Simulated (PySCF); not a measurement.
```xyz
3
charge 0 multiplicity 1, angstrom
Ca    0.0000    0.0000   -0.8137
O     0.7585    0.0000    1.0167
O    -0.7585    0.0000    1.0167
```

Method: PySCF, B3LYP, basis Ca def2-TZVP, O def2-TZVP (no relativity, density fitting).

This geometry of CaO₂ is a stationary point at this level.

Task: What is the point group?

Result: C2v.

Task: Is it a minimum?

Result: Yes: all harmonic wavenumbers are real.

Task: What are the dipole moment and the gap between the highest occupied and lowest empty levels?

Result: 10.30 D and 1.86 eV.

Task: Give the atomic charges and bond orders.

Result: 
```csv
atom,Mulliken,Löwdin,polar tensor,Mayer order to Ca1
Ca1,1.07,0.80,1.35,–
"O2,3",-0.53,-0.40,-0.67,0.83
```
Other Mayer orders above 0.3: O–O 0.80.

Only a few start shapes were tried, so a lower isomer may exist.
